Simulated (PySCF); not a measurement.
## Calculated NMR data

Calculated, not measured (PySCF): geometry: PBE0-D3(BJ)/def2-SVP, couplings computed with B3LYP/pcJ-1 (spin–dipole term left out of most H,H and C,H couplings), NMR shieldings at PBE0/pcSseg-1/GIAO. No relativistic terms, one computed conformer, one averaged value for each set of equivalent atoms, no solvent.

δ = σ(ref) − σ, references computed at the same level: 1H (31.27 ppm) and 13C (184.41 ppm) vs TMS. Multiplet labels drop J under 1 Hz and among equivalent protons, and merge close values. Unscaled 3J(H,H) run several per cent high. Where no couplings were computed, multiplicities follow the n + 1 count of equivalent neighbours, and m marks all less simple cases (inequivalent or close neighbours, rings, F or P nearby). Shifts are as computed. Against solution values, carbons near 30 ppm lie about +2 ppm off and those near 130 ppm about +5 ppm. Of 1211 compounds with measured shifts, 218 miss one by over three times the rms of a fit or turn the order of signals round; such compounds aren't used in these exercises.

**1.** SMILES COCc1cccnc1, C₇H₉NO. 1H NMR (400 MHz, computed): δ 8.63 (d, 1H), 8.54 (s, 1H), 7.95 (d, 1H), 7.24 (m, 1H), 4.36 (s, 2H), 3.52 (s, 3H). 13C{1H} NMR (computed): δ 153.6, 151.7, 139.1, 137.9, 128.3, 72.9, 59.4.

**2.** `C=C/C=C\COC`, C₆H₁₀O. 1H NMR (400 MHz, computed): δ 6.37 (m, 1H), 5.95 (m, 1H), 5.82 (m, 1H), 5.38 (d of sext, J = 11.4, 1.7 Hz, 1H), 5.34 (d of quint of d, J = 18.0, 1.6, 1.0 Hz, 1H), 4.06 (m, 2H), 3.28 (s, 3H). 13C{1H} NMR (computed): δ 141.7, 140.2, 133.2, 125.1, 72.8, 59.0.
